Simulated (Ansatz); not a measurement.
ClGeH2S, SMILES `[S][GeH2][Cl]` radical, relaxed with UKS PBE0-D4/def2-TZVP in the Gaussian-basis code of Ansatz from a PBE-D4/def2-SVP geometry. The force threshold is 0.005 eV/Å; the program also tests the step.

The species carries charge 0 and has multiplicity 2.

Start:

```xyz
5

S     0.790    0.918   -1.758
Ge   -0.003    0.073    0.118
Cl   -0.782   -1.956   -0.097
H     1.171    0.004    1.129
H    -1.177    0.960    0.608
```

(1) By how much does the energy fall, and how many steps does the optimiser take? (Estimate.)

(2) Which bonds change most? (Estimate.)

(3) Give the relaxed structure. (Estimate.)

## Answers

(1) The calculation gave: 1.63 kJ/mol, in 3 steps.

(2) Ansatz gave: Ge2–Cl3 from 2.184 to 2.155 Å; Ge2–H4 from 1.551 to 1.533 Å; Ge2–H5 from 1.551 to 1.533 Å; S1–Ge2 from 2.205 to 2.192 Å.

(3) Computed: 
```xyz
5

S     0.770    0.898   -1.752
Ge    0.002    0.078    0.130
Cl   -0.765   -1.921   -0.107
H     1.160   -0.005    1.130
H    -1.168    0.950    0.598
```
